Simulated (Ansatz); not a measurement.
Reaction: H4GeO (SMILES [OH][GeH3]) → H3GeO (SMILES [O][GeH3], doublet) + H (doublet) (the H-O bond breaks)
Each species at its own B3LYP-D3(BJ)/def2-TZVP minimum (Ansatz, a program for electronic structure).

Quantity: bond dissociation energy (electronic), in kcal/mol. Radicals and triplets start from unrestricted determinants; spin-orbit coupling is neglected. Correlated methods leave the cores frozen (noble-gas shells, and filled d and f shells in the p block). No relativity. CBS(X,Y): correlation extrapolated as X^-3, Hartree-Fock from the larger set. A bracket is a step between two methods taken in the basis named. Double hybrids freeze cores in their MP2 part. Where a partner has so few electrons that a lower coupled-cluster level is exact, that level stands in.

CCSD(T)/CBS(cc-pVTZ,cc-pVQZ) + [CCSDT(Q) - CCSD(T)]/cc-pVTZ + [CCSDTQ - CCSDT(Q)]/cc-pVDZ (Ansatz) gives 124.1 kcal/mol.

Question: How far off this value is PBE/def2-TZVPD (Ansatz), in which direction, and how far these levels: B3LYP/def2-TZVPD, PBE0/def2-TZVPD, B2PLYP/def2-TZVPD, CCSD(T)/CBS(cc-pVTZ,cc-pVQZ)?

Answer: PBE gives 118.0 kcal/mol, 6.1 kcal/mol below it. Differences of the others: B3LYP/def2-TZVPD (Ansatz) -6.1; PBE0/def2-TZVPD (Ansatz) -6.7; B2PLYP/def2-TZVPD (Ansatz) -4.1; CCSD(T)/CBS(cc-pVTZ,cc-pVQZ) (Ansatz) 0.3 kcal/mol.
